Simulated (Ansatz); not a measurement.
System: sum formula GeH3Te4 (charge -1, singlet). It need not be the lowest isomer of its formula. Whether it binds its extra electron was not tested at this geometry. 
Coordinates optimised at B3LYP-D3(BJ)/def2-TZVP (Ansatz, a first-principles code):
```
Ge
Te 1 2.4599
Te 1 2.6582 2 119.19
H 3 1.6668 1 93.69 2 -43.87
Te 1 2.6582 2 119.19 4 141.03
H 5 1.6668 1 93.69 2 -43.87
Te 1 2.6582 2 119.19 4 -98.97
H 7 1.6668 1 93.69 2 -43.87
```
Charge -1, spin multiplicity 1.

Basis-set convergence of Hartree-Fock and MP2 correlation energies (hartree) with Ansatz. Valence correlation only, unless marked. No spin-orbit coupling. The frozen core is the preceding noble-gas configuration, with the filled d and f shells of earlier blocks. In def2 rows, elements after Kr have scalar-relativistic effective core potentials.

```json
[
 {"basis": "def2-SVPD", "functions": "202", "E(HF)": "-3145.00571", "E(corr, MP2)": "-0.52629"},
 {"basis": "def2-TZVPPD", "functions": "341", "E(HF)": "-3145.30867", "E(corr, MP2)": "-0.66393"},
 {"basis": "def2-QZVPPD", "functions": "558", "E(HF)": "-3145.35508", "E(corr, MP2)": "-0.73038"}
]
```

Extrapolating the two largest sets (X = 3 and 4) as X^-3: E(corr) = (64·(-0.73038) - 27·(-0.66393))/37 = -0.7789 Eh, an estimate of the basis-set limit. The largest set recovers 93.8 % of it, the smallest 67.6 %.
